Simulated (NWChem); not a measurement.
**A calculation on germanium monoxide (GeO)**

```xyz
2

Ge     0.0000     0.0000     0.3297
O      0.0000     0.0000    -1.3189
```
Charge 0, spin multiplicity 1.

All runs are NWChem calculations. All single points use one geometry, from PBE/def2-SVP, a minimum by its harmonic frequencies.

Symmetry labels belong to the abelian group C2v used in the runs, with the axes of the coordinates shown; states degenerate in a higher group split over its labels.

The Hamiltonian is non-relativistic.

Q: List the lowest 3 singlet excitations that TD-PBE/def2-SVPD gives, with oscillator strengths.

A: 
```
state  symmetry  energy (eV)  wavelength (nm)      f
-----  --------  -----------  ---------------  -----
1            a2         4.62              268  0.000
2            b1         4.83              257  0.033
3            b2         4.83              257  0.033
```
